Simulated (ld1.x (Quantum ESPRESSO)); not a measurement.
## terbium, PAW: configuration errors across variants

* Element: Tb
* Generator: ld1.x (Quantum ESPRESSO) 7.5
* Type: PAW
* Functional: PBE
* Relativity: scalar-relativistic
* Frozen core: [Kr] 4d10
* Valence charge: 19
* Reference configuration: 4f8 5s2 5p6 5d1 6s2 6p0
* Partial waves: 5s (bound): rcut 2.25, rcutus 2.60 bohr; 6s (bound): rcut 2.25, rcutus 2.60 bohr; 5p (bound): rcut 2.00, rcutus 2.40 bohr; 6p (bound, empty): rcut 2.00, rcutus 2.40 bohr; 5d (bound): rcut 1.90, rcutus 2.30 bohr; 5d channel at 5.2 Ry: rcut 1.90, rcutus 2.30 bohr; 4f (bound): rcut 0.90, rcutus 1.10 bohr; 4f channel at 0.35 Ry: rcut 0.90, rcutus 1.10 bohr
* Local potential: all-electron potential smoothed inside 1.00 bohr (lloc = -1)
* Core correction: Bessel-smoothed model core inside 0.95 bohr
* Augmentation charge: PSQ, radius 0.80 bohr

All-electron excitation energies from the reference (eV): (1) 4f9 5s2 5p6 5d0 6s2 6p0 -4.102; (2) 4f9 5s2 5p6 5d0 6s1 6p0 2.061; (3) 4f9 5s2 5p6 5d0 6s0 6p0 13.585; (4) 4f9 5s2 5p5 5d0 6s2 6p0 25.919; (5) 4f9 5s2 5p6 5d0 6s1 6p1 -1.488; (6) 4f9 5s2 5p6 5d0.5 6s1.5 6p0 -2.880; (7) 4f9 5s2 5p6 5d0 6s0 6p2 1.278.

The overlap operator is not positive definite (basis up to 400 Ry) in “base”, “waves 4f (bound): rcut 0.72, rcutus 0.76 bohr; 4f channel at 0.35 Ry: rcut 0.72, rcutus 0.76 bohr”, “waves 4f (bound): rcut 0.90, rcutus 1.04 bohr; 4f channel at 0.35 Ry: rcut 0.90, rcutus 1.04 bohr”, “waves 4f (bound): rcut 0.90, rcutus 1.26 bohr; 4f channel at 0.35 Ry: rcut 0.90, rcutus 1.26 bohr”, “waves 4f (bound): rcut 0.90, rcutus 1.44 bohr; 4f channel at 0.35 Ry: rcut 0.90, rcutus 1.44 bohr”, “waves 4f (bound): rcut 0.90, rcutus 1.60 bohr; 4f channel at 0.35 Ry: rcut 0.90, rcutus 1.60 bohr”. Such files are unfit for use, however small their errors in these radial tests.

Errors AE − PS in meV (a dash: test not solved or not reliable):

| change | (1) | (2) | (3) | (4) | (5) | (6) | (7) | bound ghosts |
| --- | --- | --- | --- | --- | --- | --- | --- | --- |
| base | -471 | -471 | -464 | -266 | -467 | -497 | -461 | not determined (overlap not positive) |
| waves 4f (bound): rcut 0.72, rcutus 0.76 bohr; 4f channel at 0.35 Ry: rcut 0.72, rcutus 0.76 bohr | -478 | -479 | -474 | -276 | -475 | -504 | -470 | not determined (overlap not positive) |
| waves 4f (bound): rcut 0.90, rcutus 1.04 bohr; 4f channel at 0.35 Ry: rcut 0.90, rcutus 1.04 bohr | – | -464 | -457 | -259 | -461 | -492 | -454 | not determined (overlap not positive) |
| waves 4f (bound): rcut 0.90, rcutus 1.26 bohr; 4f channel at 0.35 Ry: rcut 0.90, rcutus 1.26 bohr | -488 | -490 | -486 | -288 | -485 | -514 | -481 | not determined (overlap not positive) |
| waves 4f (bound): rcut 0.90, rcutus 1.44 bohr; 4f channel at 0.35 Ry: rcut 0.90, rcutus 1.44 bohr | -530 | -537 | -539 | -345 | -531 | -557 | -530 | not determined (overlap not positive) |
| waves 4f (bound): rcut 0.90, rcutus 1.60 bohr; 4f channel at 0.35 Ry: rcut 0.90, rcutus 1.60 bohr | – | – | – | – | – | – | – | not determined (overlap not positive) |

Q: Give the same row for: waves 4f (bound): rcut 0.84, rcutus 0.90 bohr; 4f channel at 0.35 Ry: rcut 0.84, rcutus 0.90 bohr.

A: -648, -673, -688, -492, -661, -675, -671; bound ghosts: not determined (overlap not positive). Its overlap operator is not positive definite in a basis up to 400 Ry (lowest eigenvalue s -0.24, p -0.45), so the file is unfit for use: the generalised eigenproblem breaks down once the basis is large enough, and its test numbers describe a broken file.
